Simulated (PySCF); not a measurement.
aniline (C6H7N), SMILES Nc1ccccc1. The structure is a stationary point at PBE-D3(BJ)/def2-SVP. One conformer was computed; it need not be the lowest.

**Question.** Give the equilibrium geometry at PBE-D3(BJ)/def2-SVP (PySCF confirms it by a frequency run) as Cartesian coordinates in Å, and its point group. (Estimate from the structure and the level; the computed values follow.)

**Answer.** One answer among several that fit: point group Cs.
```xyz
14

N      2.3382    -0.0688     0.0000
C      0.9511    -0.0080     0.0000
C      0.2231    -0.0032     1.2153
C     -1.1769     0.0030     1.2088
C     -1.8923     0.0057     0.0000
C     -1.1769     0.0030    -1.2088
C      0.2231    -0.0032    -1.2153
H      2.8062     0.2428    -0.8513
H      2.8062     0.2428     0.8513
H      0.7704    -0.0076     2.1716
H     -1.7171     0.0080     2.1684
H     -2.9920     0.0120     0.0000
H     -1.7171     0.0080    -2.1684
H      0.7704    -0.0076    -2.1716
```
Charge 0, spin multiplicity 1.
